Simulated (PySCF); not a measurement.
**O²⁺: ionisation energy**

O²⁺ [He] 2s2 2p2 (3P) → O³⁺ [He] 2s2 2p1 (2P), as a difference of total energies. Calculation: PySCF 2.14, in dyall-acv3z; the non-relativistic Hamiltonian (point nucleus). Correlated levels: valence: 1s2 frozen; virtual orbitals above 40 to 60 times the deepest correlated orbital energy dropped. The calculations carry no spin-orbit coupling.

Question: Order these methods by the ionisation energy they give, lowest first.
A. UHF
B. MP2 (valence)
C. SCS-MP2 (valence)
D. CCSD (valence)

Answer: A (54.612 eV), D (54.784 eV), C (54.851 eV), B (55.001 eV).

Errors of the correlated levels include the incompleteness of this basis and the frozen core.

For comparison: 54.936 eV (semi-empirical (NIST evaluation); NIST Atomic Spectra Database, ionization energies).
